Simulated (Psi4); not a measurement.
The Psi4 input:
```
memory 2 GB

molecule mol {
0 1
C     1.119237   -0.032724   -0.006975
N     0.422048    1.122490    0.014176
C    -0.824876    0.727488    0.015557
N    -0.876411   -0.618528   -0.004078
N     0.368888   -1.107154   -0.018536
H     2.188396   -0.069920   -0.013726
H    -1.685790    1.363166    0.029964
H    -1.670450   -1.239476   -0.008669
}

set {
  basis def2-sv(p)
  reference rks
}

energy('dsd-pbep86')
print_variables()
```

Problem. What number of basis functions does DSD-PBEP86/def2-SV(P) (Psi4 1.11) give?

Solution. 76

Problem. Estimate the total energy that DSD-PBEP86/def2-SV(P) returns for this input.

Solution. -241.5644 Eh

Problem. Estimate the nuclear repulsion energy that DSD-PBEP86/def2-SV(P) returns for this input.

Solution. 166.7717 Eh
